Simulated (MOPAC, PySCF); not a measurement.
Potential energy curve for SnH, doublet. Each curve is given relative to its own lowest point near equilibrium.

```csv
R / Å,A,B,C,D
1.32,50.1,53.0,33.0,52.5
1.42,25.2,27.2,18.0,27.3
1.52,10.6,11.8,7.2,12.2
1.58,5.3,6.2,3.0,6.6
1.67,1.1,1.4,0.0,1.8
1.74,0.0,0.1,0.1,0.2
1.78,0.1,0.0,1.0,0.0
1.83,0.7,0.5,2.8,0.3
1.90,2.4,2.0,6.3,1.5
1.94,3.7,3.3,8.6,2.6
2.08,9.6,9.1,17.7,7.6
2.22,16.9,16.2,26.9,14.0
```

Energies in kcal/mol.

**Question.** Assign the columns to these levels of theory: PM3, unrestricted, heats of formation (MOPAC); UHF/def2-TZVP, def2 effective core potentials past Kr run with PySCF 2.14.0; unrestricted TPSSh/def2-TZVP, def2 effective core potentials past Kr (PySCF); PySCF with MP2 on UHF/def2-TZVP, 4 core orbitals frozen, def2 effective core potentials past Kr.

**Answer.** A is UMP2; B is UHF; C is PM3; D is UKS-TPSSh.

The scan ran from 1.32 to 7.03 Å; beyond the distances shown one of the unrestricted levels run for this scan, shown here or not, changes its spin distribution in one step.
